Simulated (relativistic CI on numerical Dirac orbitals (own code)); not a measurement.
**Slater and spin-orbit integrals, Re⁴⁺**

Calculated at this level of theory: Dirac-Coulomb-Breit CI, KLI orbitals optimised for each configuration, model QED, valence Slater integrals scaled by 0.85, P86 correlation energy added to each configuration (own radial code, finite nucleus).

Slater integrals F^k, G^k are unscaled and averaged over j, outside the closed core [Kr] 4d10 4f14 5s2; ζ comes from projecting the Hamiltonian with its Breit term on Σ l·s of the shell.

- 5p⁶5d³: F^2(5d,5d) = 65553, F^4(5d,5d) = 43741, ζ(5d) = 3313.2 cm⁻¹; <r>(5d) = 1.599, <r^2>(5d) = 2.927 (bohr units).
- 5p⁶5d²6s: F^2(5d,5d) = 66172, F^4(5d,5d) = 44173, ζ(5d) = 3542.2, G^2(5d,6s) = 23906 cm⁻¹; <r>(5d) = 1.583, <r^2>(5d) = 2.871, <r>(6s) = 2.379, <r^2>(6s) = 6.298 (bohr units).
- 5p⁶5d²6p: F^2(5d,5d) = 66881, F^4(5d,5d) = 44706, ζ(5d) = 3666.2, F^2(5d,6p) = 31195, G^1(5d,6p) = 13885, G^3(5d,6p) = 11886, ζ(6p) = 9742.5 cm⁻¹; <r>(5d) = 1.569, <r^2>(5d) = 2.818, <r>(6p) = 2.81, <r^2>(6p) = 8.792 (bohr units).

(1) Give the Racah parameters of the d shell in 5p⁶5d³.

In this model ζ of a weakly bound d, f or g electron outside closed shells comes out too small, for d by up to a factor of two or three and at times with the wrong sign; that of an outer p electron is too small as well.

Averages of the first 10 configurations, taken without configuration mixing, which lowers the lowest level and can move excited configurations by several eV; other configurations of the list can lie among them:

```csv
Configuration,Parity,States,Average energy above the lowest level (eV)
5p⁶5d³,even,120,3.0
5p⁶5d²6s,even,90,10.9
5p⁶5d²6p,odd,270,20.0
5p⁶5d6s²,even,10,20.7
5p⁶5d²5f,odd,630,33.0
5p⁶5d²5g,even,810,42.0
5p⁶5d6s6p,odd,120,29.1
5p⁶5d²7s,even,90,32.0
5p⁶5d²6d,even,450,31.1
5p⁶5d5f²,even,910,66.2
```

Answers

(1) B = F²/49 − 5F⁴/441 = 842 cm⁻¹ and C = 35F⁴/441 = 3472 cm⁻¹; values fitted to spectra at such low charge are typically 15 to 30 % smaller.
